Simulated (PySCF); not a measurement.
Compound: B2H6NP.
Atom-mapped SMILES: `[BH2:1][NH:2][BH:3][PH2:4]` (hydrogens: H5, H6 on B1; H7 on N2; H8 on B3; H9, H10 on P4)

Cartesian coordinates in Å at the PBE0-D3(BJ)/def2-SVP level; atoms count from 1:
```xyz
10
B2H6NP angstrom
B      1.8650    0.2175   -0.2698
N      0.6267    0.1561    0.4190
B     -0.5486   -0.5067   -0.0375
P     -2.1313   -0.6580    1.0194
H      2.7825    0.8337    0.2206
H      1.9702   -0.3440   -1.3324
H      0.5761    0.6470    1.3077
H     -0.5030   -1.0972   -1.0899
H     -2.1628    0.6359    1.6187
H     -3.0823   -0.3980   -0.0054
```

Jobs on this species (10 atoms, 38 electrons) with PySCF (density fitting). Hardware of each: one thread of an Arm Neoverse V2, no GPU, shared host. Times come from a shared host and carry two figures at best. Peak memory is the resident size of the whole Python process, interpreter and libraries included.

| level and settings | work | basis functions | SCF cycles | wall time | peak memory |
| --- | --- | --- | --- | --- | --- |
| delta-SCF UKS PBE0, pcX-2 on the ionised atom, pcseg-1 elsewhere, spin-free X2C | ΔSCF core ionisation, 5 holes | 132 | ? | ? | ? |
| PBE0-D3(BJ)/def2-SVP, grid level 1 | geometry optimisation from a GFN2-xTB start shaken at random | 90 | 50 | 15 s | 0.38 GiB |
| delta-SCF UKS PBE, pcX-2 on the ionised atom, pcseg-1 elsewhere, spin-free X2C | ΔSCF core ionisation, 5 holes | 132 | 80 | 9.9 s | 0.46 GiB |
| delta-SCF UKS HF, pcX-2 on the ionised atom, pcseg-1 elsewhere, spin-free X2C | ΔSCF core ionisation, 5 holes | 132 | 74 | 9.1 s | 0.47 GiB |
| delta-SCF UKS SCAN, pcX-2 on the ionised atom, pcseg-1 elsewhere, non-relativistic | ΔSCF core ionisation, 5 holes | 132 | 80 | 16 s | 0.47 GiB |
| delta-SCF UKS SCAN, pcX-2 on the ionised atom, pcseg-1 elsewhere, spin-free X2C | ΔSCF core ionisation, 5 holes | 132 | 79 | 16 s | 0.41 GiB |
| delta-SCF UKS B3LYP, pcX-2 on the ionised atom, pcseg-1 elsewhere, spin-free X2C | ΔSCF core ionisation, 5 holes | 132 | 69 | 16 s | 0.46 GiB |
| delta-SCF UKS SCAN, pcX-1 on the ionised atom, pcseg-1 elsewhere, spin-free X2C | ΔSCF core ionisation, 5 holes | 112 | 77 | 12 s | 0.47 GiB |
| delta-SCF UKS SCAN, def2-TZVP on the ionised atom, pcseg-1 elsewhere, spin-free X2C | ΔSCF core ionisation, 5 holes | 109 | 79 | 14 s | 0.47 GiB |

Task: Fill in the missing figures.

Result: 
- delta-SCF UKS PBE0, pcX-2 on the ionised atom, pcseg-1 elsewhere, spin-free X2C; ΔSCF core ionisation, 5 holes: 16 s, 0.46 GiB, 70 SCF cycles

Task: What do all jobs in the table cost together?

Result: About 2.1 min; the longest takes about 13 % of that, and about 1.8 times as long as the shortest.
